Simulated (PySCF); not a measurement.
**SMILES C/C(=C/C)C(=O)Br, C$_{5}$H$_{7}$BrO**

Geometry (Å), atoms numbered from 1 in this order:
```xyz
14

C     2.0227   -0.4558    0.0079
C     0.5894   -0.7689   -0.2109
C    -0.4564    0.0591   -0.0206
C    -1.8630   -0.3769   -0.2860
C    -0.1894    1.4053    0.4554
O     0.8495    1.9327    0.6846
Br   -1.8241    2.5029    0.7659
H     2.1957   -0.1379    1.0365
H     2.3302    0.3805   -0.6208
H     2.6468   -1.3172   -0.2111
H     0.3682   -1.7691   -0.5618
H    -2.4621   -0.3274    0.6220
H    -2.3315    0.2701   -1.0259
H    -1.8767   -1.3978   -0.6574
```

Level of theory: PySCF 2.14.0, quadratic response LC-wPBE/def2-SVPD first hyperpolarisability, Taylor convention, gas phase. Geometry: GFN2-xTB.

The calculation is non-relativistic, which matters for the atoms heavier than Zn.

Task: Give the tensor of the static β(0;0,0) in the axes of these coordinates.

Result: In au, Taylor convention; rows are the first index (the induced dipole):
|  | xx | yy | zz | xy | xz | yz |
| --- | --- | --- | --- | --- | --- | --- |
| x | +128.2 | +69.5 | +40.2 | -24.9 | -6.5 | +11.8 |
| y | -24.9 | -192.5 | -36.7 | +69.5 | +11.8 | -45.1 |
| z | -6.5 | -45.1 | -24.3 | +11.8 | +40.2 | -36.7 |

Norm of βᵢ = ⅓ Σⱼ (βᵢⱼⱼ + βⱼᵢⱼ + βⱼⱼᵢ): 356.3 au, hyper-Rayleigh value 133.8 au.
